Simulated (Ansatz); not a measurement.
`N[SiH2][SiH2][SiH3]` + `N[SiH](N)O` → `N[SiH2]N[SiH](N)O` + `[SiH3][SiH3]`  (cleavage of the Si–Si bond)

Isolated molecules relaxed with PBE0-D4/def2-TZVP in Ansatz; ΔE leaves out vibrations. CCSD(T)/CBS is the MP2 limit (def2-TZVPP, def2-QZVPP) plus CCSD(T) − MP2 in def2-TZVPP, frozen cores. DFT in def2-TZVPP. B3LYP here is the variant with VWN-RPA as its local correlation; programs differ in this. Each species was taken in one conformer, which may not be the lowest.

`N[SiH2][SiH2][SiH3]`:

Cartesian coordinates in Å:
```
N 1.640 2.057 -0.903
Si 1.200 0.749 0.129
Si -0.924 -0.039 -0.456
Si -1.497 -1.884 0.863
H 1.546 1.958 -1.901
H 2.440 2.626 -0.674
H 1.188 1.264 1.526
H 2.130 -0.424 0.120
H -0.925 -0.458 -1.889
H -1.948 1.030 -0.295
H -1.502 -1.501 2.301
H -0.504 -2.976 0.672
H -2.845 -2.402 0.508
```

`N[SiH](N)O`:

Cartesian coordinates in Å:
```
N 0.452 1.318 0.425
Si 0.357 -0.348 0.039
N -1.259 -0.778 0.378
O 0.929 -0.508 -1.498
H 1.274 1.844 0.175
H 0.052 1.654 1.286
H 1.202 -1.307 0.789
H -2.031 -0.208 0.074
H -1.524 -1.742 0.489
H 0.547 0.075 -2.156
```

`N[SiH2]N[SiH](N)O`:

Cartesian coordinates in Å:
```
N -1.442 0.237 1.640
Si -1.060 -1.223 0.778
N -0.105 -0.801 -0.582
Si 1.283 0.233 -0.626
N 1.246 1.052 -2.125
O 1.211 1.117 0.751
H -2.112 0.875 1.236
H -1.597 0.157 2.634
H -2.237 -1.971 0.253
H -0.376 -2.057 1.802
H -0.330 -1.267 -1.449
H 2.591 -0.466 -0.626
H 0.466 1.635 -2.382
H 2.106 1.403 -2.515
H 0.356 1.076 1.211
```

`[SiH3][SiH3]`:

Cartesian coordinates in Å:
```
Si -0.252 1.113 -0.256
Si 0.252 -1.113 0.256
H 0.416 1.514 -1.523
H -1.720 1.285 -0.416
H 0.217 2.011 0.834
H 1.721 -1.286 0.413
H -0.220 -2.011 -0.832
H -0.413 -1.513 1.525
```

```csv
level,ΔE (kJ/mol)
ωB97X-V,-80.1
PBE,-63.2
r2SCAN,-77.3
B3LYP,-76.8
MP2/def2-TZVPP,-89.3
HF/def2-QZVPP,-87.1
SCS-MP2/def2-QZVPP,-87.9
HF/CBS(def2),-87.2
```

(1) What does CCSD(T)/CBS give? (Estimate.)

Largest T1 diagnostic among the species: 0.013.

Answers

(1) The calculation gave: -81.5 kJ/mol. The listed levels differ from it by 1.4, 18.3, 4.2, 4.7, -7.8, -5.6, -6.4, -5.7 kJ/mol.

The D4 term adds −5.6 kJ/mol with B3LYP and −3.0 kJ/mol with PBE0; it sums over pairs of atoms, weighted by their polarisabilities, and B3LYP, whose exchange is more repulsive, gets the larger term. From PBE to PBE0 (25 % exact exchange), in def2-TZVPP and without D4, ΔE moves by −4.7 kJ/mol.
